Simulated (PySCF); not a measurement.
A calculated (UHF, PySCF 2.14, aug-cc-pVQZ, the non-relativistic Hamiltonian (point nucleus)) atom or ion has these occupied shells.

```json
{"shell": "1s α", "electrons": "1", "orbital energy (eV)": "-1338.1", "rms radius, mean of both spins (bohr)": "0.152"}
{"shell": "1s β", "electrons": "1", "orbital energy (eV)": "-1338.0", "rms radius, mean of both spins (bohr)": "0.152"}
{"shell": "2s α", "electrons": "1", "orbital energy (eV)": "-106.17", "rms radius, mean of both spins (bohr)": "0.757"}
{"shell": "2s β", "electrons": "1", "orbital energy (eV)": "-106.02", "rms radius, mean of both spins (bohr)": "0.757"}
{"shell": "2p α", "electrons": "3", "orbital energy (eV)": "-66.059", "rms radius, mean of both spins (bohr)": "0.769"}
{"shell": "2p β", "electrons": "3", "orbital energy (eV)": "-65.808", "rms radius, mean of both spins (bohr)": "0.769"}
{"shell": "3p α", "electrons": "2", "orbital energy (eV)": "-4.833", "rms radius, mean of both spins (bohr)": "4.45"}
```

Problem. Name the element and its charge.

Solution. Mg (magnesium, neutral), in [Ne] 3p2, high-spin 3P determinant (an excited configuration).
